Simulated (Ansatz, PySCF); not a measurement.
Breaking the B1–Br3 bond in BBr2H (SMILES BrBBr) (multiplicity 1 held, fragments rigid). Energies count from the point at 1.902 Å.
Geometry at that point (charge 0, multiplicity 1):
```xyz
4

B     -0.623    -0.381    -0.413
H     -1.500    -0.917    -0.993
Br    -0.328     1.478    -0.688
Br     0.460    -1.397     0.775
```

U- levels take the lowest unrestricted solution at each point, which mixes spins at long bonds. Active spaces are followed from a long bond inwards. Left out are points that failed, MP2 points in a non-variational dive below the minimum, coupled-cluster points behind a sign of a changed root (a jump of the amplitudes, or a one-step jump against full CI or MRCI), small-basis points behind a change of solution, and semi-empirical points at long bonds. Curves can end on different states.

Frozen-core correlation. Filled d and f shells under p-block atoms count as core. Rows in 3-21G carry no dispersion term and start afresh at each structure; the Pople sets are all-electron and without relativity.

Run with Ansatz (a quantum-chemistry and plane-wave program) with Gaussian orbitals; PySCF for 3-21G rows. Values without a source in brackets are computed.

Energies in kcal/mol.

```tsv
R (Å)	R-HF/3-21G	U-HF/cc-pVTZ	CASSCF(6,4)/cc-pVTZ	SC-NEVPT2 on CASSCF(6,4)/cc-pVTZ	FIC-MRCISD+Q on CASSCF(6,4)/cc-pVTZ
1.521	68.8	65.4	66.4	59.9	62.5
1.712	13.9	12.2	13.4	10.0	11.3
1.902	0.0	0.0	0.0	0.0	0.0
2.092	3.3	6.0	4.3	7.2	6.2
2.282	14.1	19.3	15.7	18.1	19.2
2.567	35.6	43.1	35.8	40.0	41.4
2.853	58.2	61.5	54.2	60.4	61.5
3.328	91.2	72.6	75.3	85.2	85.6
3.803	116.6	75.6	84.7	97.8	97.6
4.374	138.2	76.5	88.0	104.5	102.1
5.135	155.4	76.8	88.8	106.5	103.4
6.086	left out	76.9	89.0	106.8	103.6
```

Doubts at one or more of the structures used: a restricted determinant that unrestricted orbitals would lower (R-HF/3-21G); a spin-contaminated determinant (U-HF/cc-pVTZ); active orbitals that take no part (CASSCF(6,4)/cc-pVTZ, SC-NEVPT2 on CASSCF(6,4)/cc-pVTZ, FIC-MRCISD+Q on CASSCF(6,4)/cc-pVTZ).
